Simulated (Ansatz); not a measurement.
A run for Ansatz (a quantum-chemistry and plane-wave program): R-BLYP/def2-TZVPP on FH3Si2 (SMILES F[Si][SiH3]), a point of a torsion scan.

Ansatz 0.2 input:
```yaml
crystal:
  periodic: [false, false, false]
  atoms:
    - {symbol: F, position_ang: [2.50155911, 0.43198967, -0.10737108]}
    - {symbol: Si, position_ang: [1.53189436, -0.90291454, 0.00130223]}
    - {symbol: Si, position_ang: [-0.56345192, 0.03630998, 0.06127453]}
    - {symbol: H, position_ang: [-0.99939651, 0.39989736, -1.29997369]}
    - {symbol: H, position_ang: [-0.98941603, 1.18455719, 0.87636569]}
    - {symbol: H, position_ang: [-1.45179807, -1.06696614, 0.47378733]}
basis:
  gaussian:
    orbitals: def2-TZVPP
hamiltonian:
  xc: {name: BLYP}
scf: {lower_state_search: off}
```

The head of its log:

```
WARN ansatz: RAYON_NUM_THREADS=1 ignored (pool sized by the plan → 1); use --threads N
Functional definition: BLYP
these checks for a lower state are left out or cut short: stability, starts, cluster_reference, orbital_swaps, neighbouring_geometries, increment
integrals: 0.06 GiB planned
909 factors; their error is unknown
mean field: 0.46 GiB planned
mean field evaluation 1: about -18518.7684 eV, gradient 4.1e1 eV
mean field evaluation 2: about -18499.6963 eV, gradient 1.2e2 eV
```

Q: Give the final energy of this run.

A: -680.6728 hartree.
